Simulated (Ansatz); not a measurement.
Mulliken charges of `OB(O)[TeH]` from B3LYP/def2-TZVPP in Ansatz (PBE0-D4/def2-TZVP geometry).

| atom | x (Å) | y (Å) | z (Å) | charge (e) |
| --- | --- | --- | --- | --- |
| O1 | -0.595 | 0.381 | -0.942 | -0.265 |
| B2 | 0.051 | 0.044 | 0.205 | 0.211 |
| O3 | 0.050 | 0.756 | 1.364 | -0.272 |
| Te4 | 1.210 | -1.796 | 0.251 | 0.020 |
| H5 | -1.093 | 1.202 | -0.911 | 0.170 |
| H6 | -0.460 | 1.571 | 1.355 | 0.172 |
| H7 | 0.837 | -2.158 | -1.321 | -0.035 |

By hand: the dipole of these point charges (1 e Å = 4.8032 D).

Σ q r = (-0.115, 0.217, 0.051) e Å, of length 0.251 e Å = 1.21 D.

How does the dipole of the full density compare? (Estimate.)

Computed: (-0.383, 0.602, -0.023) e Å, 3.43 D; the point charges give 0.35 times that, at 14° from its direction.

Point charges leave out the atoms' own dipoles, such as those of lone pairs, and Mulliken's split depends on the basis, so the two needn't agree.

B3LYP here is the variant with VWN-RPA as its local correlation; programs differ in this.
